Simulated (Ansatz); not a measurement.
A run for Ansatz (an electronic-structure program): R-PBE/def2-TZVPP on C3H6O (SMILES C=COC), a point of a torsion scan.

Ansatz 0.2 input:
```yaml
crystal:
  periodic: [false, false, false]
  atoms:
    - {symbol: C, position_ang: [1.74142668, 0.12170393, 0.04394066]}
    - {symbol: C, position_ang: [0.62233595, -0.57818421, 0.01642994]}
    - {symbol: O, position_ang: [-0.55933659, -0.07612053, -0.45578307]}
    - {symbol: C, position_ang: [-1.09381723, -0.79856192, -1.54048925]}
    - {symbol: H, position_ang: [1.76468280, 1.14374395, -0.29075092]}
    - {symbol: H, position_ang: [2.64063275, -0.28481646, 0.46832719]}
    - {symbol: H, position_ang: [0.58514530, -1.62263400, 0.32525498]}
    - {symbol: H, position_ang: [-2.07084008, -0.36711366, -1.74986608]}
    - {symbol: H, position_ang: [-1.20849328, -1.86164299, -1.29401982]}
    - {symbol: H, position_ang: [-0.45533568, -0.70815036, -2.42604450]}
basis:
  gaussian:
    orbitals: def2-TZVPP
hamiltonian:
  xc: {name: PBE}
scf: {lower_state_search: off}
```

Give the final energy of this run.

-192.9413 hartree.
